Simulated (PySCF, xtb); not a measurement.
C₂H₉NSi₂, SMILES [SiH3]N1C[SiH2]C1.

Harmonic wavenumbers (cm⁻¹) from GFN2-xTB (xtb) at its own minimum, in rising order: 64, 103, 169, 212, 402, 439, 442, 553, 591, 613, 699, 708, 717, 743, 760, 784, 817, 825, 850, 1110, 1114, 1117, 1175, 1218, 1250, 1480, 1484, 2132, 2247, 2254, 2261, 2270, 2884, 2885, 2939, 2941.

Task: What does B3LYP-D3(BJ)/def2-SVP run with PySCF give at its own minimum? (An estimate is asked for; the answer gives what the named calculation found.)

Result: 60, 107, 146, 208, 378, 483, 536, 636, 644, 690, 711, 791, 808, 843, 864, 919, 960, 975, 983, 1090, 1092, 1148, 1177, 1209, 1230, 1455, 1476, 2157, 2213, 2217, 2220, 2227, 2972, 2978, 3060, 3061. Paired by order, the mean absolute difference is 58 cm⁻¹ and the zero-point energies are 61.8 and 63.9 kcal/mol.
